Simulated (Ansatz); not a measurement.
Input file for CH₅AlOS₂:

```yaml
crystal:
  periodic: [false, false, false]
  atoms:
    - {symbol: O, position_ang: [-1.294811, -0.035949, -1.104726]}
    - {symbol: C, position_ang: [-0.182884, 0.248404, -0.370382]}
    - {symbol: Al, position_ang: [0.852171, -1.112736, 0.629770]}
    - {symbol: S, position_ang: [-0.606634, 0.654640, 1.502948]}
    - {symbol: S, position_ang: [0.670250, 1.767262, -0.836998]}
    - {symbol: H, position_ang: [-1.725037, 0.787659, -1.375290]}
    - {symbol: H, position_ang: [2.387333, -0.817918, 0.861274]}
    - {symbol: H, position_ang: [0.121567, -2.491227, 0.905452]}
    - {symbol: H, position_ang: [-1.593170, -0.259433, 1.566441]}
    - {symbol: H, position_ang: [1.454315, 1.208296, -1.775490]}
basis:
  gaussian: {orbitals: def2-TZVPP}
correlation: {method: ccsd_t}
output: {orbitals: {seedname: orbitals}}
```

```sh
$ ansatz run in.yaml --threads 4 --pin off --events-out ev --progress --plain
```

Log, shortened:

```
Functional definition: HF
1514 factors; integrals over basis functions are off by at most 1.4e-3 eV
mean field evaluation 1: about -31362.2899 eV, gradient 3.2e1 eV
mean field evaluation 2: about -31362.6690 eV, gradient 3.3e1 eV
mean field evaluation 4: about -31365.5986 eV, gradient 4.4e0 eV
mean field evaluation 8: about -31365.6960 eV, gradient 4.2e-1 eV
mean field evaluation 16: about -31365.6975 eV, gradient 1.2e-6 eV
mean field -31365.69750981 eV, -1152.6681230520 hartree, gradient 1.2e-6 eV, S^2 0.000000; 0 other end points of the search recorded, 0 dependent functions left out
17 core orbitals not correlated: weight in the atoms' cores, before any rotation towards them, 1.000 or more for the frozen orbitals, at most 0.000 for the correlated occupied ones
reference -31365.69750981 eV, -1152.6681230520 hartree; 15, 15 occupied and 226, 226 virtual orbitals, 1514 factors
second order -23.25379015 eV of doubles, -0.00000000 eV of singles
cycle   1  -23.80511335 eV  change   -5.5e-1 eV  update   1.2e-1
cycle   2  -24.47715828 eV  change   -6.7e-1 eV  update   3.6e-2
cycle   3  -24.62149627 eV  change   -1.4e-1 eV  update   1.8e-2
cycle   4  -24.61032858 eV  change    1.1e-2 eV  update   4.6e-3
cycle   5  -24.60800730 eV  change    2.3e-3 eV  update   2.4e-3
cycle   6  -24.60840954 eV  change   -4.0e-4 eV  update   7.7e-4
cycle   7  -24.60800451 eV  change    4.1e-4 eV  update   3.6e-4
cycle   8  -24.60796649 eV  change    3.8e-5 eV  update   1.2e-4
cycle   9  -24.60802806 eV  change   -6.2e-5 eV  update   4.9e-5
cycle  10  -24.60801109 eV  change    1.7e-5 eV  update   1.9e-5
perturbative correction -1.13866932 eV, -0.0418453255 hartree
Total energy: -31391.44419021 eV, -1153.6142961050 hartree
```

Hardware: 4 threads of a server CPU on a shared host. Wall time 2.5 min, peak host memory 5.5 GiB.

Correlation energy per correlated electron: -0.858 eV. T1 diagnostic: 0.0133.
